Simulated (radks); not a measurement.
Fe I, configuration [Ar] 3d6 4s1 5s1 (not the ground configuration).

All-electron calculation, non-relativistic Kohn-Sham, PBEsol, spin-polarised, spherical densities, point nucleus; open shells are filled with parallel spins first. Program: a radial shooting solver on a logarithmic mesh with Libxc functionals.

Energy parts (eV):
| part | energy |
|---|---|
| total | -34343.026 |
| kinetic | 34313.387 |
| electron-nucleus | -81650.960 |
| Hartree | 14464.035 |
| exchange-correlation | -1469.489 |

Orbitals (lengths in bohr, moments of r in powers of bohr; <r^-3> diverges for s and p1/2):
\begin{tabular}{lrrr}
orbital & occ. & eigenvalue (eV) & <r^-3> \\ \hline
1s up & 1 & -6930.051 & - \\
1s down & 1 & -6930.005 & - \\
2s up & 1 & -810.1588 & - \\
2s down & 1 & -808.1519 & - \\
2p up & 3 & -699.8271 & 462.2 \\
2p down & 3 & -698.3162 & 463.7 \\
3s up & 1 & -97.7715 & - \\
3s down & 1 & -93.4647 & - \\
3p up & 3 & -65.5929 & 57.63 \\
3p down & 3 & -61.3258 & 56.85 \\
3d up & 5 & -13.7681 & 5.076 \\
3d down & 1 & -9.6759 & 4.869 \\
4s up & 1 & -9.2199 & - \\
4s down & 0 & -6.9061 & - \\
5s up & 1 & -1.6440 & - \\
\end{tabular}

The highest occupied level is 5s up at -1.644 eV. The configuration is held as typed, so some empty levels lie below it. The electron density at the nucleus is 1.19e+04 e/bohr^3. Virial ratio -V/T = 2.00086.
